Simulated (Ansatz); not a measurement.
Relaxation of GaH4NO (7 atoms, charge 0, multiplicity 1), to a largest force component of 0.02 eV/Å in at most 40 steps.

Method: RKS PBE0-D4/def2-mTZVP in Ansatz.

```xyz
7
Properties=species:S:1:pos:R:3
Ga 0.000 0.000 0.000
N 0.000 0.000 1.930
H -0.877 -0.271 2.460
H 0.877 0.271 2.460
O 1.550 0.000 -0.895
H 1.850 -0.952 -1.050
H -1.360 0.000 -0.785
```

Problem. Where does it end, and by what steps?

Solution. It converged. After 9 steps the energy has fallen by 0.580 eV; H6 moved furthest, 0.66 Å.

```
step  energy less start (eV)  largest force component (eV/Å)  accepted
   0                  0.0000                           2.014       yes
   1                 -0.3320                           1.368       yes
   2                 -0.3978                           1.002       yes
   3                 -0.4194                           0.278       yes
   4                 -0.4359                           0.279       yes
   5                 -0.4874                           0.544       yes
   6                 -0.5431                           0.239       yes
   7                 -0.5785                           0.113       yes
   8                 -0.5797                           0.040       yes
   9                 -0.5798                           0.005       yes
```

```xyz
7
Properties=species:S:1:pos:R:3
Ga 0.002 -0.172 0.106
N -0.030 0.036 1.901
H -0.867 0.146 2.449
H 0.803 0.045 2.468
O 1.670 -0.353 -0.525
H 1.727 -0.464 -1.479
H -1.265 -0.191 -0.799
```

Whether the end is a true minimum wasn't checked by a vibrational analysis.

Time of the run: 36 s on 1 thread of Arm Neoverse V2 (shared host), peak memory 0.17 GiB.
